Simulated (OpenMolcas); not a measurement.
## Br2+: CASPT2 settings compared

```yaml
Program: OpenMolcas
Basis: ANO-RCC-VDZP [5s4p2d]
Scalar_Hamiltonian: DKH2, point nucleus
Active_space: 3 electrons in 3 orbitals (4p)
State_averaging: 2S+1 = 4 odd, 1 root; 2S+1 = 2 odd, 8 roots kept (CI in the orbitals of an earlier block)
Spin-orbit_coupling: state interaction with AMFI integrals over the reference wave functions, term energies averaged over their components
```

Methods on the same reference wave functions:
A. CASSCF
B. SS-CASPT2, IPEA 0.3 Eh, sigma2 regulariser 0.25 Eh (closed shells correlated: 4s)
C. SS-CASPT2, IPEA 0.3 Eh, sigma2 regulariser 0.4 Eh (closed shells correlated: 4s)
D. XMS-CASPT2, IPEA 0.35 Eh, imaginary shift 0.15 Eh (closed shells correlated: 4s)

Energies in cm-1 above 4s2 4p3 4S* 3/2, the measured ground level; measured values from Moore, Atomic Energy Levels, vol. II, NSRDS-NBS 35 (1971 reprint of NBS Circular 467, 1952).

| Level | A | B | C | D | Measured |
| --- | --- | --- | --- | --- | --- |
| 4s2 4p3 4S* 3/2 | 0.0 | 0.0 | 0.0 | 0.0 | 0.0 |
| 4s2 4p3 2D* 3/2 | 19900 | 18300 | 18300 | 17580 |  |
| 4s2 4p3 2D* 5/2 | 20666 | 19170 | 19170 | 18470 |  |
| 4s2 4p3 2P* 1/2 | 34263 | 30830 | 30830 | 29730 | 26915 |
| 4s2 4p3 2P* 3/2 | 35298 | 32000 | 32000 | 30930 | 28579 |

Deviations, from unrounded energies. A percentage is the sum of absolute deviations over the sum of measured energies, with the sign that they share, or ± where signs differ.

```tsv
Against measurement	Levels	A	B	C	D
mean absolute deviation (cm-1)	2	7000	3700	3700	2600
other terms of the ground configuration (%)	2	+25.3	+13.2	+13.2	+9.3
```

D lies closest to measurement on these levels and A furthest from it. The largest miss of D in the table is 4s2 4p3 2P* 1/2, by +2800 cm-1. The ranking rests on the paired levels alone, and a cruder setting can come out closer through cancelling errors.

Among B to D the level of the table that moves most is 4s2 4p3 2P* 1/2, by 1100 cm-1 (lowest in D, highest in C). Moves below CASPT2's spread within the term are not significant.

The mean deviations of B to D differ by less than CASPT2's widest spread within a term (1700 cm-1), so their order carries little weight.

From A to B the spin-free energies of the other terms of 4s2 4p3 shown, above 4S*, scale by factors of 0.90 to 0.93.

The lowest spin-free term lies below A's lowest term by 0.054 hartree in B, 0.054 hartree in C, 0.053 hartree in D.

CASPT2 breaks the degeneracy within a term, and the mean is taken; among the terms shown or strongly mixed into the levels shown the widest spread is 1700 cm-1 (4s2 4p3 2D*, D). Terms from blocks run as CI alone lack orbitals of their own. With the s shell closed, the reference lacks s² → p² mixing. Computed and measured levels are paired by configuration, term and J; levels that our copy of the source lacks, or whose pairing is in doubt (as where it misses far off the trend of its configuration), stay unpaired and out of the deviations. Levels of configurations outside the active space are missing.

* marks odd parity.
